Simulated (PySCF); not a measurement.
Delta-SCF ions had no search for a lower state. Excitations are Tamm–Dancoff values on a coarser integration grid. The basis has no diffuse functions, so Rydberg states are missing or too high.

# cyclo[10]carbon `c1c#cc#cc#cc#cc#1` (charge 0, multiplicity 1)

These are PBE0-D3(BJ)/def2-SVP // CAM-B3LYP-D3(BJ)/def2-SVP (PySCF) values and carry that method's errors.

```json
{
 "HOMO": "-7.85 eV",
 "dipole_moment": "0.00 D",
 "LUMO": "-2.18 eV",
 "HOMO–LUMO gap": "5.67 eV",
 "S1 excitation (TDA)": "4.15 eV",
 "S1 oscillator strength": "0.005",
 "vertical ionisation energy (Delta-SCF)": "9.54 eV",
 "total_energy": "-379.9349 Ha",
 "cost": "very roughly 2.5 core-minutes"
}
```

```xyz
10

C     -1.5607     1.1717     0.0052
C     -0.6410     2.0832    -0.0001
C      0.6321     1.8464    -0.0054
C      1.7832     1.2533    -0.0097
C      1.9513    -0.0306    -0.0086
C      1.7431    -1.3087    -0.0057
C      0.5740    -1.8654     0.0001
C     -0.7059    -2.0620     0.0059
C     -1.5966    -1.1222     0.0086
C     -2.1794     0.0342     0.0096
```
Charge 0, spin multiplicity 1.
